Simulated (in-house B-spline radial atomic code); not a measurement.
**Ionising neutral tellurium with different functionals**

Computed with a B-spline radial code for spherical atoms: non-relativistic Hamiltonian, point nucleus, spin-polarised at highest spin, spherical fractional occupations for the functionals, and exact exchange of hybrids averaged over the configuration. The ionisation energy is the difference of two self-consistent energies, [Kr] 4d10 5s2 5p4 → [Kr] 4d10 5s2 5p3, without Breit or QED terms; ε is the level of the shell that loses the electron (its least bound occupied spin orbital). There is no spin-orbit coupling in this Hamiltonian.

| method | rung | ΔSCF (eV) | -ε(5p) (eV) |
| --- | --- | --- | --- |
| PBE0 | global hybrid | 8.71 | 6.27 |
| B3LYP | global hybrid | 8.93 | 6.20 |
| TPSSh | global hybrid | 8.64 | 5.67 |
| M06-2X | global hybrid | 8.30 | 7.15 |
| BHandHLYP | global hybrid | 8.79 | 7.23 |
| r2SCAN0 | global hybrid | 8.57 | 6.26 |
| B97-1 | global hybrid | 8.81 | 6.06 |
| HSE06 | range-separated hybrid | 8.79 | 5.93 |
| wB97X | range-separated hybrid | 9.17 | 8.69 |
| CAM-B3LYP | range-separated hybrid | 8.99 | 7.69 |
| LC-wPBE | range-separated hybrid | 8.84 | 8.93 |

Q: Among the functionals, which spreads more, the ΔSCF values or the orbital energies?

A: The orbital energies: ΔSCF values span about 0.87 eV and the orbital energies 3.26 eV.

Q: How do they compare with the NIST value?

A: NIST lists 9.010 eV (measured, ground level to ground level). Errors run from -0.71 to +0.16 eV; CAM-B3LYP is closest (-0.02 eV), but part of that can be cancellation, since the calculations leave out relativity, Breit-QED terms, multiplet and fine-structure energies.
